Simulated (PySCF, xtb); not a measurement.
C₂H₆O₂Si, SMILES [SiH2](C)C(O)=O.

GFN2-xTB run with xtb 6.7.1 at its own geometry gives an orbital gap of 3.63 eV and a dipole moment of 1.44 D.

Geometry: B3LYP-D3(BJ)/def2-SVP. Other conformers were not sampled.

Q: What does ωB97X/def2-TZVP run with PySCF give? (The exact figures need the calculation; the answer reports its results.)

A: gap 11.91 eV (levels -10.24 and 1.67 eV), dipole 0.98 D.
